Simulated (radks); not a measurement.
Q: Pd, configuration [Kr] 4d10. Calculated with a radial shooting solver on a logarithmic mesh with Libxc functionals: Dirac Kohn-Sham, HCTH/407, spin-unpolarised, spherical densities, point nucleus. Some entries of the table are withheld. Estimate them.

orbital,occ.,eigenvalue (Ry),<r^2> (bohr^2),r(max) (bohr)
1s1/2,2,-1774.597,0.001372,0.02066
2s1/2,2,(1),0.02250,0.1170
2p1/2,2,-240.7661,0.01684,0.09049
2p3/2,4,-229.0494,0.01817,0.09466
3s1/2,2,-46.83872,0.1643,0.3419
3p1/2,2,(2),0.1599,(3)
3p3/2,4,(4),0.1691,(5)
3d3/2,4,(6),0.1502,0.2801
3d5/2,6,(7),0.1530,0.2829
4s1/2,2,-6.29176,1.016,(8)
4p1/2,2,-4.01248,1.197,0.8931
4p3/2,4,-3.68662,1.274,0.9180
4d3/2,4,-0.33110,3.097,1.086
4d5/2,6,-0.29850,3.269,1.099

A: 
(1) 2s1/2 eigenvalue (Ry): -259.4073
(2) 3p1/2 eigenvalue (Ry): -39.46009
(3) 3p1/2 r(max) (bohr): 0.3283
(4) 3p3/2 eigenvalue (Ry): -37.41177
(5) 3p3/2 r(max) (bohr): 0.3380
(6) 3d3/2 eigenvalue (Ry): -24.32705
(7) 3d5/2 eigenvalue (Ry): -23.91712
(8) 4s1/2 r(max) (bohr): 0.8516
